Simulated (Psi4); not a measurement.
Internal rotation in C5H6S2, SMILES c1ccc(SC)s1. Scanned: dihedral C1–S2–C3–S7; all other coordinates were relaxed at GFN2-xTB. Points at φ and −φ are mirror images.

Geometry of the scan point at -60° (Å):
```
13

C      2.6497     0.1626    -0.2439
S      1.6012    -1.2426     0.2542
C      0.0252    -0.4820     0.1652
C     -1.0501    -0.9323    -0.5380
C     -2.2038    -0.1445    -0.3342
C     -1.9918     0.8841     0.5244
S     -0.3848     0.9090     1.1317
H      3.6732    -0.1966    -0.2276
H      2.3754     0.4764    -1.2464
H      2.5240     0.9753     0.4654
H     -1.0064    -1.7896    -1.1844
H     -3.1452    -0.3327    -0.8181
H     -2.6789     1.6431     0.8415
```

Calculation: DF-MP2 (frozen core)/cc-pVTZ // GFN2-xTB run with Psi4 1.11.

Scanned values (°): -150, -120, -90, -60, -30, 0, 30, 60, 90, 120, 150, 180.

**Question.** At which scan points does the profile have its minima and maxima, and how high do they lie?

**Answer.** Lower than their neighbours: -90° (0.000 eV), 90° (0.000 eV), 180° (0.063 eV). Higher than their neighbours: -150° (0.067 eV), 0° (0.059 eV), 150° (0.067 eV). The whole profile spans 0.067 eV.
